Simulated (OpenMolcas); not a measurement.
## Bi3+: effect of the active space

```json
{
 "Program": "OpenMolcas 26.06",
 "Method": "SS-CASPT2 or its RAS form, IPEA 0.25 Eh, imaginary shift 0.1 Eh",
 "Basis": "ANO-RCC-VTZP",
 "Scalar Hamiltonian": "DKH2, point nucleus",
 "Spin-orbit coupling": "RASSI with atomic mean-field integrals over the reference wave functions, term energies averaged over their components"
}
```

A. 2 electrons in 4 orbitals (6s 6p); 2S+1 = 3 even, 3 roots; 2S+1 = 1 even, 7 roots; 2S+1 = 3 odd, 3 roots; 2S+1 = 1 odd, 3 roots; closed shells correlated: 5d; CASPT2 step about 4 core-seconds
B. 2 electrons in 8 orbitals (6s 6p 7s 7p); 2S+1 = 3 even, 3 roots; 2S+1 = 1 even, 7 roots; 2S+1 = 3 odd, 3 roots; 2S+1 = 1 odd, 3 roots; closed shells correlated: 5d; CASPT2 step roughly 7 core-seconds
C. 2 electrons in 9 orbitals (RAS2 6s 6p; RAS3 6d, at most 2 electrons); 2S+1 = 3 even, 3 roots; 2S+1 = 1 even, 7 roots; 2S+1 = 3 odd, 3 roots; 2S+1 = 1 odd, 3 roots; closed shells correlated: 5d; CASPT2 step about 10 core-seconds

Energies in eV above 6s2 1S0, the measured ground level; measured values from Moore, Atomic Energy Levels, vol. III, NSRDS-NBS 35 (1971 reprint of NBS Circular 467, 1958).

```
      Level       A       B       C  Measured
    6s2 1S0  0.0000  0.0000  0.0000    0.0000
6s 6p 3P* 0   9.113   9.086   9.168    8.7989
6s 6p 3P* 1   9.692   9.660   9.737    9.4136
6s 6p 3P* 2  11.840  11.812  11.892   11.9549
6s 6p 1P* 1  13.903  13.849  13.974   14.2088
```

Deviations, from unrounded energies. A percentage is the sum of absolute deviations over the sum of measured energies, with the sign that they share, or ± where signs differ.

```json
{"Against measurement": "mean absolute deviation (cm-1)", "Levels": "4", "A": "2000", "B": "2100", "C": "2000"}
{"Against measurement": "other configurations (%)", "Levels": "4", "A": "±2.3", "B": "±2.3", "C": "±2.2"}
```

A, B, C lie about equally close to measurement. The largest miss of C in the table is 6s 6p 3P* 0, by +3000 cm-1. The ranking rests on the paired levels alone, and a cruder setting can come out closer through cancelling errors.

Among A to C the level of the table that moves most is 6s 6p 1P* 1, by 1000 cm-1 (lowest in B, highest in C). Moves below CASPT2's spread within the term are not significant.

Over all roots computed the reference weight is 0.88 to 0.94 in A, 0.86 to 0.94 in B; the roots of lowest weight are the least certain, and an intruder state may touch them. Spin-orbit splittings of 6p shells tend to come out small when the coupling is added on scalar orbitals. The run also gave levels led by 6s 7s, which use shells meant for correlation; these and all levels above them are left out (holds for B). Active for correlation alone: 6d; no level in the range computed is led by a configuration that fills it, so any true level of that kind is missing (holds for C). Computed and measured levels are paired by configuration, term and J; levels that our copy of the source lacks, or whose pairing is in doubt (as where it misses far off the trend of its configuration), stay unpaired and out of the deviations. Only configurations of the active space appear. The table leaves out levels that lie high or whose names do not pair safely across all columns.

* marks odd parity.
